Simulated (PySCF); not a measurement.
IK, SMILES [K][I] (connectivity only; charge and spin as stated), charge -1, multiplicity 2. Atoms are numbered in the order given.

```xyz
2

K      0.0000     0.0000    -2.4390
I      0.0000     0.0000     0.8744
```
Charge -1, spin multiplicity 2.

Coordinates come from a B3LYP-D3(BJ)/def2-TZVPD optimisation. The spin state was assumed, not searched. The def2 effective core potentials stand for the cores of I; spin–orbit coupling is left out.

These are B3LYP/def2-TZVPD run with PySCF values and carry that method's errors.

Gas-phase values at a fixed geometry. A positive occupied level means that this level leaves the electron formally unbound; only the finite basis holds it.

Computed frontier levels, dipole moment and polarisability:
```json
{
  "α spin, highest occupied and lowest empty level": "0.39 and 1.99 eV",
  "β spin, highest occupied and lowest empty level": "-2.20 and 1.66 eV",
  "dipole_moment_about_the_centre_of_nuclear_charge": "5.53 D",
  "mean_static_polarisability": "549.6 bohr³ (81.44 Å³)",
  "polarisability_principal_values": "435.9, 606.5, 606.5 bohr³",
  "⟨S²⟩": "0.750 (pure state 0.75)"
}
```
